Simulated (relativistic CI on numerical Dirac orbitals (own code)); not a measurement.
Ru XXXIII: sensitivity of the levels to the model

Base calculation: Dirac-Coulomb-Breit CI, KLI orbitals optimised for each configuration, a model potential for QED, unscaled Slater integrals.

CI space (outside the closed core [Ne]): 3s², 3s3p, 3p², 3s3d, 3d², 3p3d, 3p4s, 3d4s, 3s4s, 3s4p, 3s4d, 3s4f, 3s5s, 3s5p, 3s5d, 3s5f. Levels of other configurations are missing.

Variants: (1) valence Slater integrals scaled by 0.9. Shifts of the energy above 3s² ¹S0, in cm⁻¹, for the lowest level and the first level of each name with at least 55 % of one term (blank where a level changes its place among those of its configuration and J or its character, or is not in the variant):

```csv
Level,Base,Δ(1)
3s² ¹S0,0,0
3s3p ³P°0,519715,+1739
3s3p ³P°1,563333,-559
3s3p ³P°2,781543,+1868
3s3p ¹P°1,959759,-15915
3p² ³P0,1253555,-4856
3p² ¹D2,1458785,+2759
3p² ³P1,1465827,-647
3s3d ³D1,1684207,-2790
3s3d ³D2,1711697,-1253
3s3d ³D3,1738363,-2763
3p² ¹S0,1856474,-14000
3s3d ¹D2,1916867,-22652
3p3d ³F°2,2244895,+2824
3p3d ³F°3,2357875,-383
3p3d ³D°1,2380608,-10064
3p3d ³F°4,2559392,+2879
3p3d ³D°3,2599236,-6225
3p3d ³P°0,2603654,-7235
3p3d ³P°1,2605523,-7209
3p3d ¹F°3,2743385,-18311
3p3d ¹P°1,2784019,-22993
```

At this charge energies of transitions that change n are usually good to better than 1 %, and those within a shell (Δn = 0) to a few per cent.

Ionisation energy from the two ground configurations alone: base 1942.07 eV. The NIST ASD value (semi-empirical) is 1949 eV.

LS names give the leading component of a level, which can be under half, so a name can repeat, a term be missing and a line seem to break the LS rules.
